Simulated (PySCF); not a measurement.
## Electronic structure of B (boron, neutral) at the UHF level

Configuration: [He] 2s2 2p1, 2P determinant. All numbers are calculated (PySCF 2.14, the non-relativistic Hamiltonian (point nucleus), in 6-31G*).

```json
{
  "Total energy": "-24.521972 hartree",
  "One-electron energy": "-32.4362 hartree",
  "Hartree (Coulomb) energy": "11.7020 hartree",
  "Exchange energy": "-3.7878 hartree",
  "Kinetic energy": "24.64225 hartree",
  "⟨S²⟩": "0.7538",
  "⟨L²⟩": "2.010",
  "Sum of ⟨r⟩": "6.621 bohr",
  "Sum of ⟨r²⟩": "14.52 bohr²",
  "Traceless quadrupole moment −½Σ⟨3z² − r²⟩ along its main axis": "-2.14 e·bohr²",
  "Density at the nucleus (Gaussians lack the cusp)": "67.8 bohr⁻³",
  "Spin density at the nucleus": "0.0277 bohr⁻³",
  "Langevin diamagnetic susceptibility": "-11.5 ×10⁻⁶ cm³/mol",
  "Time after the integrals": "0.08 s of wall time on 1 thread of Neoverse-N1 (shared host)"
}
```

```
shell  electrons  mean orbital energy (hartree)  rms radius, mean of both spins (bohr)
 1s α          1                       -7.67520                                  0.379
 1s β          1                       -7.66007                                  0.379
 2s α          1                       -0.53314                                   2.11
 2s β          1                       -0.43360                                   2.11
 2p α          1                       -0.30573                                   2.30
```
